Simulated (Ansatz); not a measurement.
Relaxation of ClGe₃H₉ (13 atoms, charge 0, multiplicity 1), to a largest force component of 0.03 eV/Å in at most 50 steps.

All numbers below come from RKS PBE/def2-SVP in Ansatz 0.2.0.

```xyz
13
Properties=species:S:1:pos:R:3
Ge 0.350 -0.698 0.004
H -0.249 0.427 2.457
Ge 2.396 -0.044 -1.168
H 3.158 -1.318 -1.612
H 2.065 0.814 -2.419
H 3.291 0.781 -0.209
H -0.389 0.539 0.586
Ge -1.212 -2.141 -1.209
H -2.248 -2.718 -0.213
H -1.952 -1.324 -2.303
H -0.440 -3.305 -1.880
Cl 1.074 -1.953 1.681
H 0.009 0.002 2.980
```

Q: Where does it end, and by what steps?

A: It converged. The force dipped under the threshold on the way, but the program's further checks kept it going. After 19 steps the energy has fallen by 0.270 eV; H2 moved furthest, 1.50 Å.

| step | energy less start (eV) | largest force component (eV/Å) | accepted |
| --- | --- | --- | --- |
| 0 | 0.0000 | 1.457 | yes |
| 1 | -0.1414 | 0.201 | yes |
| 2 | -0.1927 | 0.160 | yes |
| 3 | -0.2246 | 0.127 | yes |
| 4 | -0.2420 | 0.079 | yes |
| 5 | -0.2537 | 0.067 | yes |
| 6 | -0.2601 | 0.031 | yes |
| 7 | -0.2291 | 1.144 | no |
| 8 | -0.2640 | 0.063 | yes |
| 9 | -0.2643 | 0.061 | yes |
| 10 | -0.2524 | 0.724 | no |
| 11 | -0.2668 | 0.016 | yes |
| 12 | -0.2667 | 0.204 | no |
| 13 | -0.2674 | 0.037 | yes |
| 14 | -0.2676 | 0.063 | yes |
| 15 | -0.2687 | 0.010 | yes |
| 16 | -0.2694 | 0.021 | yes |
| 17 | -0.2697 | 0.036 | yes |
| 18 | -0.2699 | 0.035 | yes |
| 19 | -0.2701 | 0.027 | yes |

```xyz
13
Properties=species:S:1:pos:R:3
Ge 0.346 -0.712 -0.190
H -0.359 0.730 3.919
Ge 2.406 -0.091 -1.356
H 3.157 -1.377 -1.785
H 2.069 0.746 -2.619
H 3.308 0.744 -0.412
H -0.407 0.537 0.358
Ge -1.163 -2.218 -1.393
H -2.341 -2.626 -0.471
H -1.722 -1.507 -2.659
H -0.381 -3.485 -1.827
Cl 0.992 -1.829 1.610
H -0.049 0.150 3.519
```

Whether the end is a true minimum wasn't checked by a vibrational analysis.

The run took 42 s on 4 threads of Arm Neoverse V2, on a shared host, peak memory 0.27 GiB.
